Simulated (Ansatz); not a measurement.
C$_{3}$H$_{7}$GaO, relaxed with RKS PBE0-D4/def2-TZVP in Ansatz 0.2.0 from a PBE-D4/def2-SVP geometry. The force threshold is 0.005 eV/Å; the program also tests the step.

Total charge 0; spin multiplicity 1. The bonds changed during the relaxation, so this is another structure than the one it started from.

Start:

```xyz
12

C     1.095    0.790    0.204
C     0.171   -0.431    0.161
C    -1.288   -0.061    0.446
Ga    0.227   -1.474   -2.851
O     0.278   -1.083   -1.081
H     2.140    0.492   -0.017
H     1.075    1.277    1.200
H     0.781    1.537   -0.556
H     0.507   -1.146    0.953
H    -1.931   -0.962    0.397
H    -1.400    0.393    1.452
H    -1.655    0.667   -0.307
```

How much energy does the relaxation release, and in how many steps? (Estimate.)

The calculation gave: 1.10 kcal/mol, in 9 steps, 1 of them rejected.

Which bonds change most? (Estimate.)

Computed: Ga4–O5 from 1.813 to 1.789 Å; C2–H9 from 1.119 to 1.100 Å; C3–H12 from 1.111 to 1.094 Å; C1–H8 from 1.111 to 1.094 Å.

Give the relaxed structure. (An estimate is asked.)

Computed: 
```xyz
12

C     1.084    0.780    0.199
C     0.173   -0.434    0.166
C    -1.274   -0.062    0.440
Ga    0.213   -1.420   -2.819
O     0.283   -1.092   -1.062
H     2.115    0.488   -0.011
H     1.055    1.267    1.178
H     0.771    1.507   -0.556
H     0.502   -1.133    0.950
H    -1.909   -0.949    0.400
H    -1.382    0.397    1.426
H    -1.628    0.650   -0.311
```
